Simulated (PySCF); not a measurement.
Compound: C4H14AlNSi2.
Atom-mapped SMILES: `[SiH3:1][N:2]([SiH3:3])[C@@H:4]1[CH2:5][CH2:6][CH2:7][AlH:8]1`

Structure used (PBE0-D3(BJ)/def2-SVP), in Å, numbered top down from 1:
```
atom  x, y, z in Å
Si1    2.660   -1.376   -0.352
N2     1.454   -0.239    0.191
Si3    1.666    1.449    0.456
C4     0.035   -0.665    0.257
C5    -0.769   -0.410   -1.034
C6    -2.266   -0.253   -0.730
C7    -2.503    0.831    0.343
Al8   -1.029    0.407    1.582
H9     2.439   -1.827   -1.763
H10    3.991   -0.702   -0.262
H11    2.643   -2.593    0.517
H12    0.504    1.810    1.389
H13    1.478    2.361   -0.715
H14    2.951    1.794    1.131
H15    0.002   -1.744    0.501
H16   -0.601   -1.189   -1.798
H17   -0.409    0.535   -1.483
H18   -2.816   -0.042   -1.663
H19   -2.659   -1.223   -0.370
H20   -2.388    1.836   -0.104
H21   -3.524    0.795    0.756
H22   -0.912    0.453    3.169
```

NICS = −σ at a ghost point: NICS(0) at the centroid of the ring atoms, NICS(1) 1 Å to either side along the normal of their mean plane, zz for the tensor component along that normal. Level: GIAO PBE0/pcSseg-1 (PySCF, non-relativistic, gas phase) on the PBE0-D3(BJ)/def2-SVP geometry, one conformer.

Ring bond lengths (Å), with Mayer bond orders in brackets: C4–C5 1.543 (0.97), C5–C6 1.536 (1.03), C6–C7 1.544 (1.00), C7–Al8 1.972 (0.87), Al8–C4 2.009 (0.77).

Task: What do the NICS probes read (ppm)?

Result: 
| ring | type | NICS(0) | NICS(1), two faces | NICS(1)zz, two faces | rms pucker (Å) | centre to ring atoms, mean (Å) |
| --- | --- | --- | --- | --- | --- | --- |
| C4–C5–C6–C7–Al8 | 5-membered ring with Al; formal bonds all single | -3.0 | -2.0 / -3.8 | 1.1 / -3.1 | 0.20 | 1.43 |

Task: What can be read from them?

Result: 
- C4–C5–C6–C7–Al8: mean NICS(1)zz -1.0 ppm, near zero. C4, C5, C6, C7 have four or more neighbours; no verdict on aromaticity is drawn. The two faces differ by 4.2 ppm, so no symmetry operation interchanges them.

Task: At the second NICS(1) probe listed for ring C4–C5–C6–C7–Al8, 1 Å off the ring, how large is the induced field along the normal in 14.1 T applied along it?

Result: NICSzz × B0 = -3.1 ppm × 14.1 T = -44 μT, against the applied field.

Task: Give the inner angles of the rings and the Hirshfeld charges of the ring atoms.

Result: 
- C4–C5–C6–C7–Al8: C4 100.8° (-0.121 e), C5 111.0° (-0.081 e), C6 111.1° (-0.071 e), C7 99.8° (-0.225 e), Al8 95.5° (+0.447 e); sum 518.3° against 540° for a flat convex ring.

Task: What are the shieldings of the ring atoms and their hydrogens in the same run (means over atoms taken as equivalent)?

Result: 
| atoms | environment | σ isotropic (ppm) |
| --- | --- | --- |
| C4 | sp3 carbon bound to nitrogen | 130.5 |
| C5 | ring CH2 carbon | 145.5 |
| C6 | ring CH2 carbon | 157.4 |
| C7 | ring CH2 carbon | 176.3 |
| Al8 | aluminium bonded to 2 C and H | 303.7 |
| H15 | methine hydrogen | 29.14 |
| H16 | methylene hydrogen | 28.67 |
| H17 | methylene hydrogen | 30.00 |
| H18 | methylene hydrogen | 29.02 |
| H19 | methylene hydrogen | 30.32 |
| H20 | methylene hydrogen | 30.96 |
| H21 | methylene hydrogen | 30.85 |
| H22 | Al–H hydrogen | 25.84 |
